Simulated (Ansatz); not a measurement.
Computed with Ansatz on PBE0-D4/def2-TZVP structures; ΔE is electronic, products minus reactants. CCSD(T)/CBS is the MP2 limit (def2-TZVPP, def2-QZVPP) plus CCSD(T) − MP2 in def2-TZVPP, frozen cores. DFT in def2-TZVPP. B3LYP here is the variant with VWN-RPA as its local correlation; programs differ in this. def2 core potentials past Kr. For Ge, Sn outer-core shells are correlated without core-valence functions, which leaves a few kJ/mol of doubt a bond. Scalar relativity is left out up to krypton. One conformer a species, not always the lowest.

`Cl[SiH2][O][SnH3]` + `[Cl][GeH3]` → `Cl[SiH2][GeH2][Cl]` + `[OH][SnH3]`  (formal exchange of groups at the Si–O bond)

| level | ΔE (kcal/mol) | difference from CCSD(T)/CBS |
| --- | --- | --- |
| PBE-D4 | 22.8 | -6.1 |
| r2SCAN-D4 | 27.6 | -1.3 |
| PBE0-D4 | 25.1 | -3.8 |
| B3LYP-D4 | 28.0 | -0.9 |
| ωB97X-V | 28.7 | -0.2 |
| ωB97M-V | 29.2 | 0.3 |
| B2PLYP | 29.2 | 0.3 |
| PBE | 22.7 | -6.2 |
| r2SCAN | 27.6 | -1.3 |
| PBE0 | 25.1 | -3.8 |
| B3LYP | 27.8 | -1.1 |
| HF/def2-TZVPP | 34.7 | 5.8 |
| MP2/def2-TZVPP | 30.2 | 1.3 |
| SCS-MP2/def2-TZVPP | 31.0 | 2.1 |
| CCSD/def2-TZVPP | 29.9 | 1.0 |
| CCSD(T)/def2-TZVPP | 29.2 | 0.3 |
| HF/def2-QZVPP | 35.4 | 6.5 |
| MP2/def2-QZVPP | 30.2 | 1.3 |
| SCS-MP2/def2-QZVPP | 31.1 | 2.2 |
| HF/CBS(def2) | 35.5 | 6.6 |
| MP2/CBS(def2) | 29.9 | 1.0 |
| CCSD/CBS(def2) | 29.5 | 0.6 |
| CCSD(T)/CBS | 28.9 | 0 |

Largest T1 diagnostic among the species: 0.014.

In def2-TZVPP, CCSD(T) changes the Hartree–Fock value by −5.5 kcal/mol (the triples alone add −0.7 kcal/mol) and MP2 by −4.5 kcal/mol. From PBE to PBE0 (25 % exact exchange), in def2-TZVPP and without D4, ΔE moves by +2.4 kcal/mol.
